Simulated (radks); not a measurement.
The numbers below are computed, except where a source is named.
Q: The table gives one normalised radial function P(r) = r R(r) of Mo in [Kr] 4d5 5s1 (r in bohr). Level of theory: non-relativistic Kohn-Sham, r2SCAN, spin-polarised, spherical densities, point nucleus; open shells are filled with parallel spins first (spin-orbit coupling, left out, can overturn this in heavy ions); meta-GGA in the generalised Kohn-Sham scheme; relativity is left out, which matters for an element this heavy (a radial shooting solver on a logarithmic mesh with Libxc functionals).

r	P
0.002137	0.0000
0.003318	0.0000
0.005111	0.0001
0.007936	0.0002
0.01232	0.0007
0.01913	0.0024
0.02947	0.0078
0.04576	0.0236
0.07105	0.0641
0.1094	0.1464
0.1699	0.2697
0.2638	0.3472
0.4097	0.2106
0.631	-0.1896
0.9798	-0.6306
1.521	-0.7455
2.343	-0.5395
3.639	-0.2613
5.65	-0.0774
8.772	-0.0107

Which n and l does it have? It may be an empty orbital.

A: n = 4, l = 2: the number of nodes gives n - l - 1 = 1, the rise at small r (about r^(l+1)) gives l, and the extent must fit the shell. The curve is that of 4d up; the table hardly tells the two spins apart. 4d up: eigenvalue -5.084 eV, 1 radial node at r = 0.528 bohr, <r> = 1.92 bohr, 90 % of the charge inside 3.16 bohr.
